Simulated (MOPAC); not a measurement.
Input for MOPAC: AM1 on C2H5B (SMILES BC=C), a point of a bond scan (R = 2.388 Å).

```
AM1 1SCF PRECISE CHARGE=0 THREADS=1
C2H5B

B     -0.19234175 1     0.13481091 1     1.34229151 1
H     -0.81648811 1     2.43560995 1     1.48069965 1
H     -0.13703202 1    -0.51541306 1     2.34021942 1
C      0.12716890 1    -0.46653708 1    -0.03328683 1
C      0.06087359 1     0.27672265 1    -1.14769155 1
H      0.41541955 1    -1.50959045 1    -0.14140796 1
H      0.28056560 1    -0.11861991 1    -2.13457537 1
H     -0.22108437 1     1.32324500 1    -1.10131893 1
```

The log:

```
*******************************************************************************
 **                                                                           **
 **                              MOPAC v23.2.5                                **
 **                                                                           **
 *******************************************************************************
 ** MOPAC's Digital Object Identifier: https://doi.org/10.5281/zenodo.6511958 **
 **                                                                           **
 ** Please cite the open-source release paper for use of this MOPAC version:  **
 ** J. E. Moussa and J. J. P. Stewart (2026)                                  **
 ** MOPAC: An open-source semiempirical molecular orbital program             **
 ** J. Open Source Softw., 11(119), 8025, https://doi.org/10.21105/joss.08025 **
 *******************************************************************************

                              AM1 CALCULATION RESULTS

 *******************************************************************************
 *  AM1        - The AM1 Hamiltonian to be used
 *
 *
 *
 *                 CHARGE ON SYSTEM = 0
 *
 *
 *
 *  PRECISE    - TIGHTER CRITERIA TO BE USED
 *  1SCF       - DO 1 SCF AND THEN STOP
 *  THREADS=1  - MULTI-THREADING NOT USED
 *  T=         - A TIME OF 172800.0 SECONDS REQUESTED
 *  DUMP=N     - RESTART FILE WRITTEN EVERY 7200.0 SECONDS REQUESTED
 *******************************************************************************
AM1 1SCF PRECISE CHARGE=0 THREADS=1
 C2H5B

   ATOM   CHEMICAL          X               Y               Z
  NUMBER   SYMBOL      (ANGSTROMS)     (ANGSTROMS)     (ANGSTROMS)

     1       B         -0.19234175  *   0.13481091  *   1.34229151  *
     2       H         -0.81648811  *   2.43560995  *   1.48069965  *
     3       H         -0.13703202  *  -0.51541306  *   2.34021942  *
     4       C          0.12716890  *  -0.46653708  *  -0.03328683  *
     5       C          0.06087359  *   0.27672265  *  -1.14769155  *
     6       H          0.41541955  *  -1.50959045  *  -0.14140796  *
     7       H          0.28056560  *  -0.11861991  *  -2.13457537  *
     8       H         -0.22108437  *   1.32324500  *  -1.10131893  *



          CARTESIAN COORDINATES

    NO.       ATOM           X           Y           Z

     1         B         -0.1923      0.1348      1.3423
     2         H         -0.8165      2.4356      1.4807
     3         H         -0.1370     -0.5154      2.3402
     4         C          0.1272     -0.4665     -0.0333
     5         C          0.0609      0.2767     -1.1477
     6         H          0.4154     -1.5096     -0.1414
     7         H          0.2806     -0.1186     -2.1346
     8         H         -0.2211      1.3232     -1.1013

  H: (AM1): M.J.S. DEWAR ET AL, J. AM. CHEM. SOC. 107 3902-3909 (1985)
  B: (AM1): M.J.S. DEWAR ET AL, ORGANOMETALLICS, 7, 513-521 (1988)
  C: (AM1): M.J.S. DEWAR ET AL, J. AM. CHEM. SOC. 107 3902-3909 (1985)

           Empirical Formula: C2 H5 B  =     8 atoms



      MOLECULAR POINT GROUP   :   Cs


      RHF CALCULATION, NO. OF DOUBLY OCCUPIED LEVELS = 8


 -------------------------------------------------------------------------------
 AM1 1SCF PRECISE CHARGE=0 THREADS=1
 C2H5B



     1SCF WAS SPECIFIED, SO BFGS WAS NOT USED
     SCF FIELD WAS ACHIEVED


                              AM1 CALCULATION
                                                       MOPAC v23.2.5 Linux




          FINAL HEAT OF FORMATION =        161.35770 KCAL/MOL =     675.12062 KJ/MOL


          COSMO AREA              =        101.33 SQUARE ANGSTROMS
          COSMO VOLUME            =         82.79 CUBIC ANGSTROMS

          IONIZATION POTENTIAL    =          7.683902 EV
          HOMO LUMO ENERGIES (EV) =         -7.684 -0.494
          NO. OF FILLED LEVELS    =          8
          MOLECULAR WEIGHT        =         39.8715         POINT GROUP:  Cs

          MOLECULAR DIMENSIONS (Angstroms)

            Atom       Atom       Distance
            H     7    H     2     4.56046
            H     8    H     3     3.52355
            H     6    C     5     0.00000


          SCF CALCULATIONS        =          1





   ATOM   CHEMICAL          X               Y               Z
  NUMBER   SYMBOL      (ANGSTROMS)     (ANGSTROMS)     (ANGSTROMS)

     1       B         -0.19234175  *   0.13481091  *   1.34229151  *
     2       H         -0.81648811  *   2.43560995  *   1.48069965  *
     3       H         -0.13703202  *  -0.51541306  *   2.34021942  *
     4       C          0.12716890  *  -0.46653708  *  -0.03328683  *
     5       C          0.06087359  *   0.27672265  *  -1.14769155  *
     6       H          0.41541955  *  -1.50959045  *  -0.14140796  *
     7       H          0.28056560  *  -0.11861991  *  -2.13457537  *
     8       H         -0.22108437  *   1.32324500  *  -1.10131893  *

                             CARTESIAN COORDINATES

   1    B       -0.192341750     0.134810910     1.342291510
   2    H       -0.816488110     2.435609950     1.480699650
   3    H       -0.137032020    -0.515413060     2.340219420
   4    C        0.127168900    -0.466537080    -0.033286830
   5    C        0.060873590     0.276722650    -1.147691550
   6    H        0.415419550    -1.509590450    -0.141407960
   7    H        0.280565600    -0.118619910    -2.134575370
   8    H       -0.221084370     1.323245000    -1.101318930


           Empirical Formula: C2 H5 B  =     8 atoms



      MOLECULAR POINT GROUP   :   Cs


                  EIGENVALUES
 -33.78474 -23.41084 -18.51498 -15.79966 -13.57958 -11.71752 -11.06449  -7.68390
  -0.49446   0.18867   2.53643   3.64810   4.16292   4.61906   5.04682   5.36565
   5.97650


              NET ATOMIC CHARGES AND DIPOLE CONTRIBUTIONS

  ATOM NO.   TYPE          CHARGE      No. of ELECS.   s-Pop       p-Pop
    1          B           0.340564        2.6594     1.40276     1.25667
    2          H          -0.167506        1.1675     1.16751
    3          H          -0.050765        1.0508     1.05076
    4          C          -0.359787        4.3598     1.27574     3.08404
    5          C          -0.119098        4.1191     1.25269     2.86641
    6          H           0.129486        0.8705     0.87051
    7          H           0.108224        0.8918     0.89178
    8          H           0.118881        0.8811     0.88112
 DIPOLE           X         Y         Z       TOTAL
 POINT-CHG.     0.399    -1.210    -0.679     1.444
 HYBRID         0.160    -0.389    -0.492     0.647
 SUM            0.559    -1.600    -1.170     2.059


          ATOMIC ORBITAL ELECTRON POPULATIONS

     Atom    s        px        py        pz
    1  B   1.40276   0.10567   0.48910   0.66191
    2  H   1.16751
    3  H   1.05076
    4  C   1.27574   1.04549   1.00358   1.03497
    5  C   1.25269   0.89389   1.00035   0.97218
    6  H   0.87051
    7  H   0.89178
    8  H   0.88112

 **********************
 *                    *
 * JOB ENDED NORMALLY *
 *                    *
 **********************




 == MOPAC DONE ==
```

The run finished.

Cost: about 0.03 core-seconds (a rough figure).
